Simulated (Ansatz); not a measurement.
Input and output for C₂H₉NOSi (`C[SiH2]C(N)O`).

```yaml
crystal:
  periodic: [false, false, false]
  atoms:
    - {symbol: C, position_ang: [-0.522685, 2.054151, 0.611449]}
    - {symbol: Si, position_ang: [0.248042, 0.368360, 0.826185]}
    - {symbol: C, position_ang: [-0.208047, -0.851998, -0.563559]}
    - {symbol: N, position_ang: [0.545370, -2.089907, -0.545236]}
    - {symbol: O, position_ang: [0.020038, -0.171589, -1.783126]}
    - {symbol: H, position_ang: [-1.612959, 1.990019, 0.640666]}
    - {symbol: H, position_ang: [-0.201536, 2.740355, 1.398405]}
    - {symbol: H, position_ang: [-0.232787, 2.471768, -0.354865]}
    - {symbol: H, position_ang: [-0.178289, -0.255207, 2.113690]}
    - {symbol: H, position_ang: [1.737938, 0.452232, 0.835341]}
    - {symbol: H, position_ang: [-1.268772, -1.136345, -0.478910]}
    - {symbol: H, position_ang: [0.112526, -2.791591, 0.038859]}
    - {symbol: H, position_ang: [1.503092, -1.958130, -0.242591]}
    - {symbol: H, position_ang: [0.045068, -0.851220, -2.467606]}
basis:
  gaussian: {orbitals: def2-mTZVPP, fitting: {mean_field: cc-pVTZ-jkfit}}
hamiltonian: {xc: {name: B97M-V}, pseudopotentials: {relativity: scalar}}
output: {forces: true}
```

```sh
$ ansatz run in.yaml --threads 4 --pin off --events-out ev --progress --plain --max-ram 10444MiB
```

Shortened log:

```
Functional definition: B97M-V
707 factors; integrals over basis functions are off by at most 2.4e-1 eV
mean field evaluation 1: about -13640.0059 eV, gradient 7.7e1 eV
mean field evaluation 2: about -13622.6571 eV, gradient 1.1e2 eV
mean field evaluation 4: about -13652.2451 eV, gradient 6.9e0 eV
mean field evaluation 8: about -13652.3443 eV, gradient 2.0e-1 eV
mean field evaluation 16: about -13652.3444 eV, gradient 1.8e-5 eV
mean field -13652.34443033 eV, -501.7144039232 hartree, gradient 1.8e-5 eV, S^2 0.000000; 0 other end points of the search recorded, 0 dependent functions left out
reference -13652.34448732 eV, -501.7144060175 hartree; 25, 25 occupied and 133, 133 virtual orbitals, 707 factors
Total energy: -13652.34448732 eV, -501.7144060175 hartree
Relativity: scalar
Atom 0 at    -0.522685     2.054151     0.611449 Å, force    -0.028263     0.075619     0.002176 eV/Å
Atom 1 at     0.248042     0.368360     0.826185 Å, force     0.010662    -0.004001    -0.003994 eV/Å
Atom 2 at    -0.208047    -0.851998    -0.563559 Å, force    -0.197862    -0.072827     0.327885 eV/Å
Atom 3 at     0.545370    -2.089907    -0.545236 Å, force     0.086913    -0.183720    -0.135007 eV/Å
Atom 4 at     0.020038    -0.171589    -1.783126 Å, force     0.075522     0.099821    -0.191514 eV/Å
Atom 5 at    -1.612959     1.990019     0.640666 Å, force     0.158902     0.035024    -0.010587 eV/Å
Atom 6 at    -0.201536     2.740355     1.398405 Å, force    -0.065083    -0.068740    -0.131010 eV/Å
Atom 7 at    -0.232787     2.471768    -0.354865 Å, force    -0.055320    -0.035883     0.144267 eV/Å
Atom 8 at    -0.178289    -0.255207     2.113690 Å, force     0.031212     0.017164    -0.051854 eV/Å
Atom 9 at     1.737938     0.452232     0.835341 Å, force    -0.055297    -0.020413     0.007480 eV/Å
Atom 10 at    -1.268772    -1.136345    -0.478910 Å, force     0.117468    -0.002108    -0.028334 eV/Å
Atom 11 at     0.112526    -2.791591     0.038859 Å, force     0.079323     0.147446     0.004981 eV/Å
Atom 12 at     1.503092    -1.958130    -0.242591 Å, force    -0.143474     0.002118     0.044785 eV/Å
Atom 13 at     0.045068    -0.851220    -2.467606 Å, force    -0.014702     0.010502     0.020726 eV/Å
Dipole moment:    -0.114648    -0.205567     0.127281 e Å
```

Hardware: 4 threads of an Arm Neoverse V2 on a shared host. Wall time 5.5 s, peak host memory 0.53 GiB.
